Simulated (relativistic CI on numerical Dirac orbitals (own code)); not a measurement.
## Cd⁴⁺: M2,3 absorption edge

Computed with this model: Dirac-Coulomb-Breit CI, separate exchange-only KLI orbitals for each configuration, model QED (radiative potential, 1s self-energy scaled to tabulated hydrogen-like ionisation energies), valence Slater integrals scaled by 0.9, multiplet model of core-to-valence dipole absorption; configurations [Kr] 4d8 → [Ne] 3s2 3p5 3d10 4s2 4p6 4d9; 300 K; Lorentzian 3 eV and Gaussian 0.4 eV FWHM. Energies are those of the free ion, without screening or charge transfer. The branching ratio is the share of the lower-energy edge in the whole absorption, uncertain by about 0.02 where the edges overlap. S is read from ⟨S²⟩ = S(S + 1).

Field parameters in Wybourne normalisation: D3d B²₀ = −7Dσ, B⁴₀ = −14Dq − 21Dτ, B⁴₃ = −14√(10/7) Dq; D4h B²₀ = −7Ds, B⁴₀ = 21(Dq − Dt), B⁴₄ = 21√(5/14) Dq; Td as Oh with Dq negative (B⁴₀ = 21Dq, B⁴₄ = √(5/14) B⁴₀). The field is a parameter set, without covalency.

free ion: ground-state S = 0.99, centroid 615.67 eV, branching ratio 0.962. Peaks (eV, height): 614.5 (100).

D4h, 10Dq = 35850, Ds = 2320, Dt = 160 cm⁻¹: ground-state S = 1.00, centroid 624.59 eV, branching ratio 0.780. Peaks (eV, height): 616.5 (100), 652.0 (29).

D4h, 10Dq = 22950, Ds = 940, Dt = -110 cm⁻¹: ground-state S = 1.00, centroid 623.07 eV, branching ratio 0.799. Peaks (eV, height): 616.0 (100), 651.0 (26).

D3d, 10Dq = 28600, Dσ = -720, Dτ = 130 cm⁻¹: ground-state S = 1.00, centroid 623.88 eV, branching ratio 0.788. Peaks (eV, height): 616.5 (100), 651.5 (28).

D3d, 10Dq = 36800, Dσ = 590, Dτ = 470 cm⁻¹: ground-state S = 1.00, centroid 625.02 eV, branching ratio 0.776. Peaks (eV, height): 617.0 (100), 652.5 (30).

Td, 10Dq = -10200 cm⁻¹: ground-state S = 1.00, centroid 616.46 eV, branching ratio 0.951. Peaks (eV, height): 614.5 (100).

The statistical ratio of this edge is 2/3 = 0.667. Values above it arise where the holes sit mainly in the j = l + 1/2 valence subshell or the ground state has high spin; values below it where core-valence Coulomb terms move weight to the upper edge, as in nearly empty shells.

Strongest unbroadened transitions for D3d, 10Dq = 36800, Dσ = 590, Dτ = 470 cm⁻¹:

```
Energy (eV)  Relative strength
     616.82               48.8
     616.89              100.0
     617.27                6.4
     617.28               11.8
     617.33               43.5
     617.40               17.7
     617.41               35.7
     618.18                5.2
     618.19                6.4
     621.48                0.1
     621.60                0.2
     621.71                0.1
     622.85                0.1
     652.12               26.4
     652.17                9.2
     652.18                4.7
     652.39               26.3
     652.40               13.2
```
